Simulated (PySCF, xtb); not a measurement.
CH₃Cl₂OSb, SMILES C[O][Sb]([Cl])[Cl]. Other conformers were not sampled.

Harmonic wavenumbers (cm⁻¹) from GFN2-xTB (xtb) at its own minimum, in rising order: 77, 106, 116, 131, 179, 270, 297, 318, 416, 1042, 1128, 1129, 1405, 1469, 1477, 2952, 2958, 2994.

Question: What does PBE0-D3(BJ)/def2-SVP run with PySCF give at its own minimum? (The exact figures need the calculation; the answer reports its results.)

Answer: 82, 104, 118, 137, 204, 293, 358, 370, 567, 1122, 1170, 1179, 1455, 1462, 1479, 3027, 3117, 3147. Paired by order, the mean absolute difference is 53 cm⁻¹ and the zero-point energies are 26.4 and 27.7 kcal/mol.
